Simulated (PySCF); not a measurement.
# Dipole response of Ni⁺ (nickel, charge +1)

[Ar] 3d8 4s1, high-spin 4F determinant (an excited configuration). Computed with PySCF 2.14 in x2c-TZVPPall with one added diffuse shell each of s, p, d, f type (7s6p5d3f1g, 80 functions), with the spin-free X2C one-electron Hamiltonian (Gaussian nucleus). Coupled (time-dependent) response in atomic units; α is the mean over directions.

```tsv
method	mean α (bohr³)	C₆ (like pair)	S(−4)
wB97X-V	23.04	107.1	451.2
TPSS	21.61	101.3	368.2
```

S(−4) is the Cauchy moment in α(ω) = α(0) + S(−4) ω² + …

α(iu) at TPSS:

| u (hartree) | α(iu) (bohr³) |
| --- | --- |
| 0 | 21.61 |
| 0.0500 | 20.74 |
| 0.100 | 18.56 |
| 0.200 | 13.46 |
| 0.300 | 9.717 |
| 0.500 | 5.824 |
| 0.750 | 3.767 |
| 1.00 | 2.755 |
| 1.50 | 1.752 |
| 2.00 | 1.254 |
| 3.00 | 0.7644 |
| 5.00 | 0.3841 |

For an ion, C₆ is the dispersion term alone; charge-induced terms of lower order in 1/R come first.
